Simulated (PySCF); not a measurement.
Cd(I)2 cation (CdI2), SMILES [I][Cd][I] (connectivity only; charge and spin as stated), charge +1, multiplicity 2.

Geometry optimised at B3LYP-D3(BJ)/def2-SVP. The spin state was assumed, not searched. The isomer is the one that the SMILES or the coordinates give; other isomers of the formula were not compared. The def2 effective core potentials stand for the cores of Cd, I; spin–orbit coupling is left out.

These are C-PCM-B3LYP/def2-SVP in PySCF 2.14.0 values and carry that method's errors.

The values are the electrostatic part of the solvation free energy, E(continuum) − E(gas) at the gas-phase geometry, in a cavity of scaled van der Waals radii (PySCF's table); cavitation and dispersion terms are not included. A continuum can't describe solvent molecules that bind to the metal.

```csv
solvent,ε,ΔG(elec) (kcal/mol)
water,78.36,-71.2
toluene,2.37,-40.1
dichloromethane,8.93,-63.4
```
